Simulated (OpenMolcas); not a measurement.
## Fe2+: ligand-field states by method

Fe2+ with its 6 nearest oxide ions at 2.141 Å, on the Mg site of MgO (a = 4.2112 Å, distance in the model lattice 2.106 Å). The rest of the host is ab initio model potentials to 7.6 Å, with orthogonalisation functions on the cations behind the ligands, and point charges beyond; the distance is set by hand and nothing relaxes. Ligand basis ANO-RCC-VDZP.
```
Fe    0.0000    0.0000    0.0000
O     2.1410    0.0000    0.0000
O     0.0000    2.1410    0.0000
O    -2.1410    0.0000    0.0000
O     0.0000   -2.1410    0.0000
O     0.0000    0.0000    2.1410
O     0.0000    0.0000   -2.1410
```

```json
{"Program": "OpenMolcas 26.06", "Basis": "ANO-RCC-VTZP [6s5p3d2f1g]", "Scalar Hamiltonian": "DKH2, point nucleus", "Active space": "6 electrons in 5 orbitals (3d)", "State averaging": "2S+1 = 5 even, 5 roots; 2S+1 = 3 even, 45 roots; 2S+1 = 1 even, 50 roots", "Spin-orbit coupling": "state interaction with AMFI integrals over the reference wave functions"}
```

I. CASSCF
II. SS-CASPT2, IPEA 0.25 Eh, imaginary shift 0.1 Eh (closed shells correlated: 3s 3p and the ligand valence shells)

Spin-free states (labels of O, the rotations of Oh) in cm-1, each column counted from its own energy of the first state listed:

```csv
State,Degeneracy,I,II
5T2,3,0,0
5E,2,10435,12560
3T1,3,14363,9630
1A1,1,16211,8660
3T2,3,18369,12370
3T1,3,22476,18650
1T1,3,23865,17150
3T2,3,24728,19270
3E,2,25724,21220
3T1,3,26318,21410
1T2,3,30685,23380
3T2,3,30892,25220
3A2,1,31554,26950
3T1,3,33102,30730
1E,2,33605,27330
3E,2,33729,31000
1A1,1,34669,27200
1T2,3,36117,28270
3A1,1,36776,33570
3T2,3,37844,32150
```

From I to II, I's first state of the same spin (5E) moves from 10435 to 12560 cm-1, by about +2100 cm-1.

From I to II, I's first state of another spin (3T1) moves from 14363 to 9630 cm-1, by about -4700 cm-1. In II another state of that kind comes below it.

χT at 300 K: I 4.04, II 4.02 cm3 K/mol.

Roots that are degenerate in the reference are averaged as groups; the widest CASPT2 spread within a group is 230 cm-1 (the 2-fold group of multiplicity 1 near 27300 cm-1 above the lowest state of its run, II). Shifts and gaps below about the spread of the groups concerned are not significant. Over all roots computed the reference weight is 0.69 to 0.71 in II; a low but even weight reflects the number of correlated electrons. An orbital triplet at a regular site is open to Jahn-Teller coupling, which can distort the site and quench the lowest spin-orbit gaps and is left out. Ligand-to-metal charge-transfer states are missing. Without dynamic correlation the repulsion within the d shell is too large (B by tens of per cent), so at a given field states of lower spin stand too high (holds for I). With no ligand orbital active B as a rule stays too high, so bands that hang on it stand too high and its fall with covalency is understated (holds for I). With metal d orbitals alone and no dynamic correlation 10Dq can be off by a tenth to a fifth, either way, in oxide and fluoride hosts (holds for I). This shell can be high or low spin here, a state of another spin lies low, and with metal d orbitals alone active their balance is uncertain, so the ground spin may be wrong (holds for II). A single d shell leaves out the double-shell effect, which counts most for late 3d ions, where the CASPT2 field can be off either way by tens of per cent (holds for II). These CASPT2 states fit no ligand-field parameters well, so their order and spin gaps are uncertain (holds for II). For late 3d ions with one d shell CASPT2 can put B and the spin-flip bands somewhat low as well as high (holds for II). With one d shell and no ligand orbital active, 10Dq can be off by tens of per cent for divalent 3d ions, low with halides held by bare charges and at times high in hosts (holds for II). Free-ion shares, where given, are those of the reference states; single-state CASPT2 does not remix them (holds for II). No measured value stands beside these numbers; the geometry was set by hand and not optimised.
